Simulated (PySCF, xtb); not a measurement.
C4H12OSi, SMILES CC[Si@H](C)OC. One conformer was computed; it need not be the lowest.

Harmonic wavenumbers (cm⁻¹) from GFN2-xTB run with xtb 6.7.1 at its own minimum, in rising order: 54, 69, 93, 114, 125, 149, 201, 226, 312, 323, 612, 635, 682, 719, 729, 780, 822, 845, 980, 1020, 1076, 1131, 1136, 1152, 1245, 1296, 1377, 1415, 1420, 1483, 1487, 1491, 1492, 1497, 1511, 1513, 2295, 2941, 2949, 2954, 2986, 2987, 3006, 3020, 3030, 3039, 3041, 3052.

**Question.** What does PBE-D3(BJ)/def2-SVP (PySCF 2.14.0) give at its own minimum? (Estimate from the structure and the level; the computed values follow.)

**Answer.** 60, 79, 103, 128, 142, 156, 195, 234, 321, 328, 587, 612, 669, 716, 734, 745, 840, 861, 943, 951, 1026, 1117, 1137, 1171, 1202, 1210, 1215, 1344, 1376, 1381, 1384, 1421, 1423, 1423, 1426, 1431, 2172, 2900, 2958, 2962, 2965, 2973, 3005, 3024, 3047, 3054, 3068, 3077. Paired by order, the mean absolute difference is 36 cm⁻¹ and the zero-point energies are 95.1 and 93.3 kcal/mol.
